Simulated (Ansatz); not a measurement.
Calculated with Ansatz (gas phase, PBE0-D4/def2-TZVP geometries, no zero-point term in ΔE). CCSD(T)/CBS adds triple-zeta CCSD(T) − MP2 to the extrapolated MP2 energy (def2 sets, frozen cores). For Zn outer-core shells are correlated without core-valence functions, which leaves a few kJ/mol of doubt a bond. Scalar relativity is left out up to krypton. One conformer a species, not always the lowest.

Reaction (redistribution): `N[CH2][ZnH]` + `CBCOC` → `CO[CH2][ZnH]` + `CBCN`

`N[CH2][ZnH]`:

Cartesian coordinates in Å:
```
N -1.009 0.620 0.379
C -0.206 -0.410 -0.289
Zn 1.671 -0.279 0.267
H -0.743 1.546 0.072
H -1.993 0.518 0.157
H -0.316 -0.435 -1.384
H -0.546 -1.389 0.067
H 3.142 -0.171 0.732
```

`CBCOC`:

```xyz
14

C     0.196    0.017    2.221
B     0.509    0.948    1.022
C     0.218    0.573   -0.461
O    -0.323   -0.712   -0.639
C    -0.563   -1.017   -1.983
H    -0.795    0.333    2.584
H     0.873    0.142    3.069
H     0.105   -1.036    1.951
H     0.961    2.049    1.198
H    -0.448    1.345   -0.894
H     1.161    0.687   -1.032
H    -0.977   -2.025   -2.027
H     0.363   -0.986   -2.575
H    -1.281   -0.317   -2.434
```

`CO[CH2][ZnH]`:

```xyz
10

C    -0.914   -0.532    1.246
O     0.262   -0.041    0.666
C     0.127    0.179   -0.727
Zn    1.849    0.860   -1.379
H    -0.729   -0.673    2.313
H    -1.748    0.173    1.118
H    -1.208   -1.494    0.803
H    -0.690    0.892   -0.925
H    -0.156   -0.757   -1.236
H     3.208    1.394   -1.879
```

`CBCN`:

Cartesian coordinates in Å:
```
C 0.884 0.784 -1.461
B 0.643 -0.044 -0.164
C -0.767 -0.167 0.481
N -0.927 -1.189 1.499
H 0.023 1.357 -1.813
H 1.157 0.073 -2.254
H 1.749 1.449 -1.371
H 1.582 -0.579 0.369
H -0.953 0.872 0.838
H -1.518 -0.306 -0.309
H -1.748 -1.035 2.069
H -0.124 -1.214 2.114
```

| species | CCSD(T)/def2-TZVPP energy (Eh) |
| --- | --- |
| `N[CH2][ZnH]` | -1873.94188 |
| `CBCOC` | -219.40255 |
| `CO[CH2][ZnH]` | -1933.02496 |
| `CBCN` | -160.31892 |

(1) Work out ΔE.

Largest T1 diagnostic among the species: 0.014.

Answers

(1) ΔE = (-1933.02496) + (-160.31892) − (-1873.94188) − (-219.40255) = 0.00055 Eh = +1.4 kJ/mol. CCSD(T)/CBS gives +1.4 kJ/mol.
